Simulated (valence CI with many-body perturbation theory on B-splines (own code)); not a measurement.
# La LII: calculated level list

Level of theory: relativistic CI+MBPT: four valence electrons over a frozen Dirac-Fock core [He], radial functions for each j: 11 s, 11 p, 10 d, 8 f, 5 g, 2 h, with the one-electron correlation potential Σ1 (screened to all orders), the two-electron term Σ2, the three-electron term Σ3, Breit, model QED; selected single and double excitations, second order for the rest, scaled by the run's own slope (own B-spline code, finite nucleus).

The last digits are not significant, and no measured levels were compared; by estimate large intervals hold to a few tenths of a per cent, small ones and those within an open d or f shell to about a per cent. Among the levels kept, up to 880 cm⁻¹ of a level comes from second order outside the variational space, and about a tenth of that is noise between levels of different J, which matters for small intervals.

Levels 46 to 90 of 208, with energies above the lowest level, (2s^2 2p1/2^2) J=0. "Leading %" is the weight of the configuration and term that name the level; weights of strongly mixed levels are sums over their largest components and can fall short. In the jj column 3d3/2^4 stands for four electrons in 3d with j = 3/2. Lifetimes count E1, E2, E3, M1 and M2 decay at the calculated energies, and are blank where another channel may lead or the interval is too uncertain; long ones can be off by a factor of two.

```tsv
No.	Configuration	Term	J	E (Ry)	Leading %	Leading jj	Second component	Lifetime
46	2s2p²3s	³P	1	462.88	67	2s 2p1/2 2p3/2 3s (96 %)	19 % 2s2p²3s ⁵P	11.4 fs
47	2s2p²3s	³D	3	463.49	53	2s 2p1/2 2p3/2 3s (89 %)	37 % 2s2p²3s ⁵P	24.5 fs
48	2s2p²3s	³P	2	464.98	40	2s 2p1/2 2p3/2 3s (93 %)	34 % 2s2p²3s ³D	12.0 fs
49	2s²2p3p	¹P	1	465.90	46	2s^2 2p3/2 3p3/2 (88 %)	37 % 2s²2p3p ³S	134 fs
50	2s2p²3p	⁵P°	1	465.98	39	2s 2p1/2 2p3/2 3p1/2 (99 %)	31 % 2s2p²3p ⁵D°	17.3 fs
51	2s²2p3p	³D	3	466.40	88	2s^2 2p3/2 3p3/2 (88 %)	5 % 2s2p²3s ⁵P	107 fs
52	2s2p²3p	⁵D°	2	466.64	47	2s 2p1/2 2p3/2 3p1/2 (99 %)	19 % 2s2p²3p ³D°	8.57 fs
53	2s2p²3s	³P	0	467.59	73	2s 2p1/2 2p3/2 3s (73 %)	19 % 2s²2p3p ¹S	13.1 fs
54	2s²2p3p	³P	2	467.60	45	2s^2 2p3/2 3p3/2 (68 %)	22 % 2s²2p3p ¹D	64.8 fs
55	2s2p²3s	³D	1	468.23	57	2s 2p1/2 2p3/2 3s (97 %)	28 % 2s2p²3s ³P	13.9 fs
56	2s2p²3s	³P	1	468.48	42	2s 2p1/2 2p3/2 3s (91 %)	27 % 2s2p²3s ¹P	14.9 fs
57	2s2p²3p	³D°	3	468.52	32	2s 2p1/2 2p3/2 3p1/2 (96 %)	25 % 2s2p²3p ³F°	4.73 fs
58	2s2p²3s	³D	2	468.87	26	2s 2p1/2 2p3/2 3s (74 %)	25 % 2s2p²3s ³P	23.8 fs
59	2s²2p3p	¹S	0	469.73	49	2s^2 2p3/2 3p3/2 (73 %)	25 % 2s2p²3s ³P	35.6 fs
60	2s2p²3p	³P°	2	470.36	38	2s 2p1/2 2p3/2 3p1/2 (92 %)	17 % 2s2p²3p ⁵S°	6.26 fs
61	2s²2p3d	³D°	2	471.05	40	2s^2 2p3/2 3d3/2 (84 %)	26 % 2s²2p3d ¹D°	2.17 fs
62	2s²2p3d	³P°	1	471.55	46	2s^2 2p3/2 3d3/2 (77 %)	27 % 2s²2p3d ³D°	1.50 fs
63	2s²2p3d	³P°	0	471.62	70	2s^2 2p3/2 3d3/2 (70 %)	14 % 2s2p²3p ³P°	1.74 fs
64	2s²2p3d	³F°	3	471.64	50	2s^2 2p3/2 3d3/2 (90 %)	25 % 2s²2p3d ¹F°	2.59 fs
65	2s2p²3p	³F°	2	472.58	45	2s 2p1/2 2p3/2 3p1/2 (93 %)	22 % 2s2p²3p ¹D°	49.0 fs
66	2s2p²3p	³D°	1	472.62	47	2s 2p1/2 2p3/2 3p1/2 (76 %)	12 % 2s²2p3d ³P°	22.1 fs
67	2s2p²3p	³P°	0	472.64	29	2s 2p1/2 2p3/2 3p1/2 (69 %)	28 % 2s²2p3d ³P°	77.4 fs
68	2s²2p3d	³F°	4	473.05	97	2s^2 2p3/2 3d5/2 (97 %)		26.2 ps
69	2s²2p3d	³P°	2	473.80	47	2s^2 2p3/2 3d5/2 (94 %)	34 % 2s²2p3d ¹D°	2.40 fs
70	2s²2p3d	³D°	3	474.79	53	2s^2 2p3/2 3d5/2 (89 %)	42 % 2s²2p3d ¹F°	1.16 fs
71	2s2p²3p	³D°	1	474.88	32	2s 2p1/2 2p3/2 3p1/2 (97 %)	27 % 2s2p²3p ¹P°	9.94 fs
72	2s²2p3d	¹P°	1	475.39	62	2s^2 2p3/2 3d5/2 (95 %)	22 % 2s²2p3d ³P°	1.74 fs
73	2s2p²3p	⁵D°	3	475.61	49	2s 2p1/2 2p3/2 3p3/2 (96 %)	32 % 2s2p²3p ⁵P°	25.0 fs
74	2s2p²3p	⁵P°	1	476.14	28	2s 2p1/2 2p3/2 3p3/2 (95 %)	22 % 2s2p²3p ³D°	7.78 fs
75	2s2p²3p	³D°	2	476.94	46	2s 2p1/2 2p3/2 3p3/2 (98 %)	18 % 2s2p²3p ⁵S°	8.04 fs
76	2s2p²3p	³P°	0	477.78	83	2s 2p1/2 2p3/2 3p3/2 (98 %)	12 % 2s2p²3p ⁵D°	4.74 fs
77	2s2p²3p	³F°	4	478.06	57	2s 2p1/2 2p3/2 3p3/2 (98 %)	42 % 2s2p²3p ⁵D°	1.58 ps
78	2s2p²3p	³P°	2	478.46	48	2s 2p1/2 2p3/2 3p3/2 (93 %)	21 % 2s2p²3p ¹D°	8.11 fs
79	2s2p²3p	¹P°	1	479.07	37	2s 2p1/2 2p3/2 3p3/2 (90 %)	17 % 2s2p²3p ³P°	4.91 fs
80	2s2p²3p	³D°	3	479.49	50	2s 2p1/2 2p3/2 3p3/2 (98 %)	26 % 2s2p²3p ¹F°	8.41 fs
81	2s2p²3d	⁵F	2	480.08	45	2s 2p1/2 2p3/2 3d3/2 (99 %)	17 % 2s2p²3d ³P	5.78 fs
82	2s2p²3d	⁵D	1	480.18	51	2s 2p1/2 2p3/2 3d3/2 (99 %)	21 % 2s2p²3d ⁵F	7.50 fs
83	2s2p²3d	⁵D	0	480.21	84	2s 2p1/2 2p3/2 3d3/2 (99 %)	15 % 2s2p²3d ³P	30.6 fs
84	2s2p²3d	⁵F	3	480.63	56	2s 2p1/2 2p3/2 3d3/2 (92 %)	12 % 2s2p²3d ³F	6.09 fs
85	2s2p²3p	³D°	2	481.49	25	2s 2p1/2 2p3/2 3p3/2 (66 %)	18 % 2s2p²3p ³P°	21.4 fs
86	2s2p²3d	⁵F	4	482.17	61	2s 2p1/2 2p3/2 3d5/2 (74 %)	18 % 2s2p²3d ⁵D	114 fs
87	2s2p²3p	³D°	3	482.44	42	2s 2p1/2 2p3/2 3p3/2 (99 %)	37 % 2s2p²3p ³F°	12.6 fs
88	2s2p²3p	³P°	1	482.57	20	2s 2p1/2 2p3/2 3p3/2 (63 %)	18 % 2s2p²3p ³S°	13.5 fs
89	2s2p²3d	³F	4	482.75	41	2s 2p1/2 2p3/2 3d3/2 (65 %)	33 % 2s2p²3d ⁵D	239 fs
90	2s2p²3d	³F	3	483.01	29	2s 2p1/2 2p3/2 3d3/2 (81 %)	23 % 2s2p²3d ⁵P	2.22 fs
```
